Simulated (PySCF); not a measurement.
A GIAO shielding run with PySCF 2.14 (density fitting, non-relativistic, gas phase) on SMILES C=CC[Si@@H](Cl)/N=C\C1CC1, C₇H₁₂ClNSi:

```
$ OMP_NUM_THREADS=1 python probes_run.py task.json out

{"job": {"kind": "nmr", "xc": "PBE0", "basis": "pcSseg-1"}, "charge": 0, "multiplicity": 1}
C      2.404173     0.913778     1.989507
C      2.223497     0.347209     0.809801
C      2.417942     1.026549    -0.497112
Si     0.733346     1.414623    -1.310678
Cl     0.997761     2.257516    -3.127301
N      0.047076    -0.109643    -1.667095
C     -0.843711    -0.858617    -1.193510
C     -1.736013    -0.575960    -0.073604
C     -3.133794    -1.153336    -0.088015
C     -2.123565    -1.715930     0.843152
H      2.228980     0.386396     2.911917
H      2.744875     1.932406     2.079959
H      1.877058    -0.676988     0.747998
H      2.978586     1.951227    -0.361437
H      2.991516     0.382869    -1.165588
H      0.013045     2.395127    -0.492838
H     -0.972598    -1.837513    -1.662080
H     -1.596085     0.400453     0.371028
H     -3.925640    -0.537678     0.308935
H     -3.422724    -1.737282    -0.948448
H     -2.202032    -1.495383     1.896071
H     -1.712105    -2.690438     0.628488
```

Hardware: 1 thread of an Intel Xeon, shared host. The job also computes population analyses, field gradients, ring-centre shieldings.

(1) How large is the calculation?

(2) How long does it take, and how much memory does it need?

Results:

(1) 92 electrons, 244 basis functions and 1303 auxiliary functions.

(2) 3.1 min of wall time, with 14 SCF cycles and 5 response iterations; peak memory 1.1 GiB. Times on a shared host scatter by some tens of per cent.
